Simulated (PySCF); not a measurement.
Badger's rule along the third period: bonds to Bi

PBE0 in PySCF with def2-SVPD on every atom (core potentials on Bi), for the lowest determinant that a PBE0 search found; no spin–orbit coupling. Badger's rule says that Re = d + c·k^(−1/3) for bonds between atoms of fixed rows.

```tsv
molecule	state (unpaired electrons)	Re (Å)	k (mdyn/Å)
BiS	doublet (π ↑)	2.326	3.20
SiBi	doublet (π ↑)	2.461	?
BiCl	triplet (π ↑↑)	2.483	?
AlBi	triplet (π ↑↑)	2.827	?
NaBi	triplet (π ↑↑)	2.990	0.429
```

**Question.** Fix c and d from BiS and NaBi.

**Answer.** c = (2.99 − 2.326)/(0.429^(−1/3) − 3.2^(−1/3)) = 1.026, d = 2.326 − c·3.2^(−1/3) = 1.630 Å.

**Question.** Predict k of the others and set the computed values beside them.

**Answer.** 

```
molecule  k by the rule  k computed  difference (%)
    SiBi           1.88        2.18             -14
    BiCl           1.74        1.94             -10
    AlBi          0.629       0.806             -22
```

The rule misses by 15 % on average; it knows nothing of spin state or of how ionic a bond is, and both change along this series.

Spin–orbit coupling is left out, which matters for elements this heavy, above all for dissociation energies. States were picked by a PBE0 search and need not be the measured ground states.
